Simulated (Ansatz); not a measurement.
`O=C=[N][Hf]([F])([F])[F]` + H–F → `[F][Hf]([F])([F])[F]` + `N=C=O`  (ligand exchange at the Hf–N bond)

Calculated with Ansatz (gas phase, PBE0-D4/def2-TZVP geometries, no zero-point term in ΔE). CBS: MP2 limit from def2 TZ/QZ plus the TZ coupled-cluster correction, frozen cores. This one scheme is used for every species. def2 core potentials past Kr. For Hf outer-core shells are correlated without core-valence functions, which leaves a few kJ/mol of doubt a bond. Each species was taken in one conformer, which may not be the lowest.

| species | CCSD(T)/CBS(def2) energy (Eh) |
| --- | --- |
| `O=C=[N][Hf]([F])([F])[F]` | -515.51547 |
| H–F | -100.39570 |
| `[F][Hf]([F])([F])[F]` | -447.40567 |
| `N=C=O` | -168.51995 |

Problem. Work out ΔE.

Solution. ΔE = (-447.40567) + (-168.51995) − (-515.51547) − (-100.39570) = -0.01445 Eh = -0.39 eV.

Largest T1 diagnostic among the species: 0.018.

Leaving LDA and LC-ωPBE aside and taking each functional with its dispersion term where it has one, the values, not all of them listed here, spread over 0.15 eV, from BLYP-D4 to PBE-QIDH. LDA lies +0.04 eV from PBE without D4. The D4 term adds +0.05 eV with B3LYP and +0.03 eV with PBE0; it sums over pairs of atoms, weighted by their polarisabilities, and B3LYP, whose exchange is more repulsive, gets the larger term. From r2SCAN to r2SCAN0 (25 % exact exchange), in def2-TZVPP and without D4, ΔE moves by +0.07 eV.

B3LYP here is the variant with VWN-RPA as its local correlation; programs differ in this.
